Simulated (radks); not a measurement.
Results of a calculation; reference values are marked as such.
All-electron atom: V2+ in [Ar] 3d3. Level of theory: non-relativistic Kohn-Sham, LDA (Slater exchange, Perdew-Wang correlation), spin-unpolarised, spherical densities, point nucleus (a radial shooting solver on a logarithmic mesh with Libxc functionals).

Normalised radial functions P(r) = r R(r), r in bohr:

r             3d
0.004283  0.0000
0.006441  0.0000
0.009609  0.0001
0.01445   0.0002
0.02156   0.0007
0.03242   0.0022
0.04836   0.0066
0.07273   0.0191
0.1085    0.0502
0.1632    0.1223
0.2434    0.2590
0.366     0.4749
0.5461    0.7090
0.8212    0.8434
1.235     0.7736
1.842     0.5446
2.77      0.2672
4.133     0.0779
6.215     0.0094
9.272     0.0003

3d: eigenvalue -21.720 eV, 0 radial nodes, <r> = 1.31 bohr, 90 % of the charge inside 2.24 bohr.
